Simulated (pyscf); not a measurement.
HO–SnH₃ (SMILES [OH][SnH3]), singlet

Gas-phase minimum from PySCF at ωB97X-D3(BJ)/def2-SVP, one conformer. 

SMILES: [SnH3][OH]
```xyz
6

O      1.7155     0.5673    -0.0126
Sn    -0.1711     0.1116    -0.4428
H      1.7986     1.1248     0.7695
H     -0.0310    -0.8559    -1.8342
H     -0.8536    -0.7405     0.8753
H     -1.0401     1.5558    -0.7405
```
Charge 0, spin multiplicity 1.

Bond lengths (Å): O1–Sn2 1.988, O1–H3 0.964, Sn2–H4 1.701, Sn2–H5 1.712, Sn2–H6 1.712. Angles (°): Sn2–O1–H3 112.9, O1–Sn2–H4 103.3, O1–Sn2–H5 109.0, O1–Sn2–H6 109.0, H4–Sn2–H5 112.3, H4–Sn2–H6 112.3, H5–Sn2–H6 110.6.

Properties at ωB97X-D3(BJ)/def2-SVP:

- Harmonic wavenumbers, unscaled = 146, 518, 525, 631, 724, 729, 754, 854, 1962, 1970, 2009, 3907 cm⁻¹
- Zero-point energy = 21.1 kcal/mol
- Rotational symmetry number = 1
- Entropy of this conformer at 298 K and 1 atm, rigid rotor and harmonic oscillator, modes under 100 cm⁻¹ raised to 100 = 284.9 J/(mol K)
- Dipole moment = 1.79 D

Single-point totals, which compare only within one level (frozen core for MP2 and CC):

| level | total energy (hartree) |
|---|---|
| ωB97X-D3(BJ)/def2-TZVP | -292.04720 |
| PBE/def2-TZVP | -291.85721 |
| r²SCAN/def2-TZVP | -291.99013 |
| B3LYP-D3(BJ)/def2-TZVP | -292.03436 |
| PBE0-D3(BJ)/def2-TZVP | -291.87165 |
| M06-2X/def2-TZVP | -291.84407 |
| ωB97M-D3(BJ)/def2-TZVP | -292.00037 |
| HF/def2-TZVPP | -290.56581 |
| MP2/def2-TZVPP | -291.15202 |
| CCSD/def2-TZVPP | -291.16358 |
| CCSD(T)/def2-TZVPP | -291.18127 |

Soft torsions are taken as harmonic, which can shift the entropy by several J/(mol K). The CCSD(T) − MP2 part came from Ansatz, without density fitting, on the same reference. The frozen core leaves the outer d or s,p core shells of the metals and heavy elements correlated in the MP2 and CC values, and def2-TZVPP describes them poorly, so these totals are far from the basis limit. Elements past Kr carry the def2 core potentials, without spin-orbit coupling.
